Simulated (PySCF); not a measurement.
Solvent effects on NMR parameters

Atom-mapped SMILES (the numbers label the heavy atoms): `[SH:1][c:2]1[cH:3][cH:4][c:5](-[c:6]2[cH:7][cH:8][cH:9][s:10]2)[s:11]1`. Hydrogens are named by the atom that carries them.

GIAO PBE0/pcSseg-1 in PySCF on one PBE0-D3(BJ)/def2-SVP conformer, non-relativistic, equivalent nuclei averaged. Solvents enter as an IEF-PCM continuum (methanol with ε = 32.6, water with ε = 78.4) around the gas-phase geometry. Shifts are referred to CS2, TMS computed in the same medium.

In methanol, δ in ppm: S11 243.9, S10 209.6, S1 -93.7, C5 151.4, C3 145.6, C6 145.0, C9 134.9, C8 134.7, C2 134.7, C7 130.2, C4 128.5, H(C7) 7.52, H(C9) 7.39, H(C4) 7.39. Dipole moment 1.98 D.

(1) How does each δ change in the more polar medium?

(2) Which nuclei move most (in ppm), and what does the model miss?

Results:

(1) 
```
atoms                                          environment  Δδ, water
  S11                                 aromatic ring sulfur       -0.1
  S10                                 aromatic ring sulfur        0.0
   S1                                         thiol sulfur       -0.3
   C5  substituted aromatic carbon next to the ring sulfur        0.0
   C3                                          aromatic CH       +0.1
   C6  substituted aromatic carbon next to the ring sulfur        0.0
   C9                  aromatic CH next to the ring sulfur       +0.1
   C8                                          aromatic CH       +0.1
   C2                       aromatic carbon bearing sulfur       +0.1
   C7                                          aromatic CH       +0.1
   C4                                          aromatic CH       +0.1
H(C7)                           hydrogen on an aromatic CH      +0.01
H(C9)   hydrogen on an aromatic CH next to the ring sulfur      +0.01
H(C4)                           hydrogen on an aromatic CH      +0.01
```

Changes are relative to methanol. The dipole moment becomes 1.99 D in water.

(2) S1 (thiol sulfur, -0.3 ppm) in water. A continuum only polarises the solute; specific hydrogen bonds, the anisotropy of aromatic solvents and changes of geometry or conformer are outside it.
